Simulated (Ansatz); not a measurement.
phosphorus nitride (NP), SMILES N#P.

Coordinates come from a B3LYP-D3(BJ)/def2-TZVPD optimisation.

Two levels are set side by side: PBE/def2-TZVPD (Ansatz, an electronic-structure program) and PBE0/def2-TZVPD (Ansatz). Energy differences of separate SCF runs at the same geometry; the states with an electron removed or added have multiplicity 2 and 2. Differences are taken from unrounded values.

```
quantity                            PBE0
---------------------------------  -----
vertical ionisation energy (eV)    11.78
vertical singlet–triplet gap (eV)   3.66
```

Task: What does PBE give, and how far is it from PBE0? (An estimate is asked for; the answer gives what the named calculation found.)

Result: 
```
quantity                             PBE  PBE minus PBE0
---------------------------------  -----  --------------
vertical ionisation energy (eV)    11.74           -0.04
vertical singlet–triplet gap (eV)   3.93            0.27
```
